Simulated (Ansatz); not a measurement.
```yaml
crystal:
  periodic: [false, false, false]
  atoms:
    - {symbol: C, position_ang: [-0.431995, 2.053315, -0.799537]}
    - {symbol: Zn, position_ang: [-0.502020, 0.553864, 0.135797]}
    - {symbol: N, position_ang: [-0.252453, -0.844844, 1.072478]}
    - {symbol: Al, position_ang: [0.906301, -2.472661, 0.693487]}
    - {symbol: H, position_ang: [0.402692, 1.777059, -1.793529]}
    - {symbol: H, position_ang: [-0.500980, 3.126427, -0.623957]}
    - {symbol: H, position_ang: [-1.487612, 2.109097, -1.971004]}
    - {symbol: H, position_ang: [-0.681669, -1.069801, 1.778309]}
    - {symbol: H, position_ang: [0.790679, -3.427407, 1.829619]}
    - {symbol: H, position_ang: [2.321687, -2.197262, -0.211356]}
basis:
  gaussian: {orbitals: cc-pVDZ}
hamiltonian: {xc: {name: wB97M-V}, dispersion: rvv10}
output: {forces: true}
```

```sh
$ ansatz run in.yaml --threads 4 --pin off --events-out ev --progress --plain --max-ram 10444MiB
```

Task: How does Ansatz answer? (An estimate is asked.)

Result: The calculation gave: The input was rejected before any iteration.
```
Error: invalid value for `hamiltonian.dispersion`: this functional's text states its nonlocal part
```
